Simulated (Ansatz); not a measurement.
Several settings on one geometry of MoO₂ (that of the charge 0 singlet, r2SCAN-D4/def2-TZVP). Ansatz on 4 threads of Arm Neoverse V1 on a shared host; times are rough.

```xyz
3

Mo    0.265   -0.522    0.355
O    -1.349   -0.207    0.044
O     1.084    0.729   -0.399
```

Totals from different functionals, basis sets or treatments of relativity can't be compared as stabilities.

In the def2 sets Mo takes a core potential; there is no spin–orbit coupling. Correlated methods freeze 2 core orbitals; core or outer-core shells of Mo are correlated, in sets that lack core-valence functions.

At r2SCAN-D4/def2-TZVP a triplet lies 0.79 eV below the restricted singlet of charge 0, at its own geometry.

(1) Give the basis size and estimate the energy, ⟨S²⟩ and time of these runs.

```tsv
run	method	charge	state	further keys
1	UKS B2GP-PLYP/def2-mTZVPP	0	singlet	scf: {omitted_lower_state_checks: [starts]}; forces asked
2	UKS PBE0-D4/def2-TZVP	0	singlet	scf: {omitted_lower_state_checks: [starts]}
3	RKS PBE-D3(BJ)-ATM/def2-SVP	0	singlet	final_grid: {core_spheres: 8, valence_spheres: 7, degree: 23}; pseudopotentials: {relativity: none}
```

Answers

(1) 
```tsv
run	functions	energy (Eh)	⟨S²⟩	wall time
1	81	-218.3804	0.98	7.5 s
2	102	-218.5466	0.93	4 s
3	59	-218.4136	–	0.6 s
```

At UKS B2GP-PLYP/def2-mTZVPP, UKS PBE0-D4/def2-TZVP the unrestricted singlet has broken spin symmetry (⟨S²⟩ up to 0.98). The restricted singlet is unstable towards broken spin symmetry at other levels; at RKS PBE-D3(BJ)-ATM/def2-SVP this wasn't settled.
